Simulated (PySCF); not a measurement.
**Which functional comes closest?**

Molecule: `OB(O)O`, BH$_{3}$O$_{3}$.

Molfile (atoms numbered from 1):
```
BH3O3
     RDKit          3D

  7  6  0  0  0  0  0  0  0  0999 V2000
   -1.1802   -0.8955    0.1056 O   0  0  0  0  0  0  0  0  0  0  0  0
   -0.0124   -0.2235   -0.0774 B   0  0  0  0  0  0  0  0  0  0  0  0
    0.0154    1.1535   -0.2540 O   0  0  0  0  0  0  0  0  0  0  0  0
    1.1213   -0.9727   -0.1364 O   0  0  0  0  0  0  0  0  0  0  0  0
   -1.9312   -0.2965    0.0731 H   0  0  0  0  0  0  0  0  0  0  0  0
    0.1063    1.6662    0.5521 H   0  0  0  0  0  0  0  0  0  0  0  0
    1.8875   -0.4217   -0.3170 H   0  0  0  0  0  0  0  0  0  0  0  0
  1  2  1  0
  2  3  1  0
  2  4  1  0
  1  5  1  0
  3  6  1  0
  4  7  1  0
M  END
```

Geometry PBE0-D3(BJ)/def2-SVP throughout; GIAO in PySCF 2.14, gas phase, one conformer, non-relativistic; equivalent atoms averaged; basis pcSseg-2.

Reference values (measured; Macháček, Bühl, Fanfrlík, Hnyk, 11B NMR of BX3 and BX4-, J. Phys. Chem. A (author manuscript)): δ(B2) = 18.8 ppm vs BF3.OEt2. Computed shifts are taken against BF3·OEt2, calculated as an isolated molecule at each level.

**Question.** How do the functionals HF, LDA, PBE, BLYP, BP86, OPBE, KT2, KT3, B97-D, B3LYP, PBE0, mPW1PW91, WP04, B97-2, BHandHLYP, CAM-B3LYP, wB97X-D, LC-wPBE perform against the reference? Times are CPU seconds on 1 thread of an x86-64 server CPU, shared host; the GGAs took longer than the global hybrids here, which isn't the general rule, and the cause wasn't traced.

**Answer.** 
```
functional                    kind    B2  abs. error B  core-s
        HF            Hartree–Fock  21.7           2.9       6
       LDA                     LDA  20.0           1.2      16
       PBE                     GGA  19.6           0.8      21
      BLYP                     GGA  19.9           1.1      20
      BP86                     GGA  19.5           0.7      20
      OPBE                     GGA  18.7           0.1      20
       KT2                     GGA  18.8           0.0      20
       KT3                     GGA  18.7           0.1      21
     B97-D                     GGA  19.0           0.2      20
     B3LYP           global hybrid  20.9           2.1      13
      PBE0           global hybrid  20.7           1.9      13
  mPW1PW91           global hybrid  20.7           1.9      12
      WP04           global hybrid  21.1           2.3     9.8
     B97-2           global hybrid  20.1           1.3     9.6
 BHandHLYP           global hybrid  21.7           2.9     9.6
 CAM-B3LYP  range-separated hybrid  21.5           2.7      11
   wB97X-D  range-separated hybrid  20.7           1.9      12
   LC-wPBE  range-separated hybrid  21.5           2.7      16
```

For $^{11}$B the closest is KT2 (0.0 ppm, with OPBE, KT3, B97-D practically level) and the furthest BHandHLYP (2.9 ppm). One molecule is a small sample, and vibrational and solvent effects are absent from the calculation.
